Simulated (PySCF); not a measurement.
How methods differ on the excitation energy of Pr

Pr [Xe] 4f3 6s2 (high-spin determinant) → Pr [Xe] 4f4 6s1 (high-spin determinant), as a difference of total energies. Calculation: PySCF 2.14, in x2c-TZVPPall with one added diffuse shell each of s, p, d, f type (12s8p8d5f2g, 129 functions); the spin-free X2C one-electron Hamiltonian (Gaussian nucleus). Correlated levels: valence: [Kr] 4d10 frozen; valence and next inner shell: [Ar] 3d10 frozen. The calculations carry no spin-orbit coupling.

```json
{"method": "UHF", "excitation energy (cm⁻¹)": "54441"}
{"method": "LDA", "excitation energy (cm⁻¹)": "25849"}
{"method": "PBE", "excitation energy (cm⁻¹)": "26519"}
{"method": "PBE0", "excitation energy (cm⁻¹)": "33479"}
{"method": "r2SCAN", "excitation energy (cm⁻¹)": "27922"}
{"method": "MP2 (valence)", "excitation energy (cm⁻¹)": "41736"}
{"method": "SCS-MP2 (valence)", "excitation energy (cm⁻¹)": "49437"}
{"method": "MP2 (valence and next inner shell)", "excitation energy (cm⁻¹)": "38335"}
{"method": "SCS-MP2 (valence and next inner shell)", "excitation energy (cm⁻¹)": "46494"}
```

A first-order spin-orbit estimate (lowest level to lowest level, LS coupling) adds 0.042 eV.

In the upper state the promoted electron has a positive orbital energy at LDA, PBE, PBE0, r2SCAN, so the basis confines it.

The determinant of the upper state and of the lower state mixes LS terms, which raises its energy above the lowest term, most at the Hartree-Fock and MP2 levels.
